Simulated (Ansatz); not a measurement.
Input for Ansatz (a quantum-chemistry and plane-wave program): R-B97M-V/def2-TZVPPD on H2 (SMILES [H][H]). Files ending in .json are basis or fitting sets from the Basis Set Exchange.

Ansatz 0.2 input:
```yaml
crystal:
  periodic: [false, false, false]
  atoms:
    - {symbol: H, position_ang: [-0.10425463, 0.03910725, 3.50442295]}
    - {symbol: H, position_ang: [0.13007456, -0.26228641, 4.14331887]}
basis:
  gaussian:
    orbitals: def2-TZVPPD.json
hamiltonian:
  xc: {name: B97M-V}
scf: {lower_state_search: off}
```

Output:

```
WARN ansatz: RAYON_NUM_THREADS=1 ignored (pool sized by the plan → 1); use --threads N
Functional definition: B97M-V
these checks for a lower state are left out or cut short: stability, starts, cluster_reference, orbital_swaps, neighbouring_geometries, increment
integrals: 0.00 GiB planned
118 factors; their error is unknown
mean field: 0.06 GiB planned
mean field evaluation 1: about -31.7693 eV, gradient 5.2e0 eV
mean field evaluation 2: about -31.9025 eV, gradient 1.3e0 eV
mean field evaluation 4: about -31.9069 eV, gradient 1.6e-1 eV
mean field evaluation 8: about -31.9069 eV, gradient 1.1e-5 eV
mean field -31.90688153 eV, -1.1725562691 hartree, gradient 3.1e-7 eV, S^2 0.000000; 0 other end points of the search recorded, 0 dependent functions left out
reference -31.90691016 eV, -1.1725573211 hartree; 1, 1 occupied and 33, 33 virtual orbitals, 118 factors
Total energy: -31.90691016 eV, -1.1725573211 hartree
Checks for a lower state left out: stability, starts, cluster_reference, orbital_swaps, neighbouring_geometries, increment
```

The run converged.

Cost: very roughly 0.24 core-seconds.
